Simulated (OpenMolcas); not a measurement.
**Multiconfigurational calculation on Au2+**

Au2+ among 6 point charges of -0.85 e arranged as an octahedron (Oh), 1.85 Å from the ion. With inversion symmetry the input lists one of each pair of outer charges.

Input:

```
&GATEWAY
Coord
1

Au 0.0 0.0 0.0
Basis=ANO-RCC-VDZP
Group=XYZ
NoMove
AngMom=0.0 0.0 0.0
AMFI
XField
3 Angstrom 0
1.850000 0.000000 0.000000 -0.850000
0.000000 1.850000 0.000000 -0.850000
0.000000 0.000000 1.850000 -0.850000
&SEWARD
* reference wave functions (RASSCF and RASSI steps not shown): 9 electrons in 5 orbitals (5d)
>>> COPY JOB001 $Project.JobIph
&CASPT2
Multistate=5 1 2 3 4 5
NoMult
Frozen=14 16
IPEA=0.25
Imaginary=0.1
MaxIter=60
WThr=0.0 0.3 0.05
PrWF=0.5
NoMix
```

Launched by
```bash
OMP_NUM_THREADS=1 MOLCAS_MEM=1689 MOLCAS_PROJECT=a pymolcas a.inp > a.log  # once for each step of the input, in one work folder
```

Output, cut to the results:

```
--- CASPT2 ---
Orbital specifications:
      -----------------------

      Symmetry species                           1   2
                                                ag  au
      Frozen orbitals                           14  16
      Inactive orbitals                          1   3
      Active orbitals                            5   0
      Secondary orbitals                         7  13
      Deleted orbitals                           0   0
      Number of basis functions                 27  32
Type of calculation                        SS-CASPT2
      Fock operator                              state-specific
      IPEA shift                                 0.25
      Real shift                                 0.00
      Imaginary shift                            0.10
      The input orbitals will be transformed to quasi-canonical
Reference energy:      -18995.5964500046
      E2 (Non-variational):      -0.3064787007
      Shift correction:          -0.0001916861
      E2 (Variational):          -0.3066703868
      Total energy:          -18995.9031203914
      Residual norm:              0.0000000853
      Reference weight:           0.93321
      Contributions to the CASPT2 correlation energy
      Active & Virtual Only:         -0.1932246173
      One Inactive Excited:          -0.0872057595
      Two Inactive Excited:          -0.0260483239
Reference energy:      -18995.5964500045
      E2 (Non-variational):      -0.3066666808
      Shift correction:          -0.0002076614
      E2 (Variational):          -0.3068743423
      Total energy:          -18995.9033243468
      Residual norm:              0.0000000714
      Reference weight:           0.93269
      Contributions to the CASPT2 correlation energy
      Active & Virtual Only:         -0.1934155171
      One Inactive Excited:          -0.0872029469
      Two Inactive Excited:          -0.0260482168
::    CASPT2 Root  1     Total energy: -18995.90312039
::    CASPT2 Root  2     Total energy: -18995.90332435
::    CASPT2 Root  3     Total energy: -18995.86928088
::    CASPT2 Root  4     Total energy: -18995.86928088
::    CASPT2 Root  5     Total energy: -18995.86928259
```

Spin-orbit levels above the lowest (labels of O, the rotations of Oh), with the averaged single-state CASPT2 energies on the diagonal:

```
E (cm-1)  Degeneracy  Label  2S+1               g
       0           4     Γ8     2                
    5560           2     Γ7     2  2.00 2.00 2.00
   16530           4     Γ8     2
```

Roots that are degenerate in the reference are averaged as groups; the widest CASPT2 spread within a group is 45 cm-1 (the 2-fold group of multiplicity 2 near 0 cm-1 above the lowest state of its run). Shifts and gaps below about the spread of the groups concerned are not significant. An orbital doublet at a regular site is open to a Jahn-Teller distortion, which this geometry leaves out. Free-ion shares, where given, are those of the reference states; single-state CASPT2 does not remix them. Point charges carry no covalency, so the field is a model and not that of real ligands. No measured value stands beside these numbers.

The CASPT2 steps took 0.67 s on 1 thread of Arm Neoverse V1, on a shared host; the integral step is not counted.
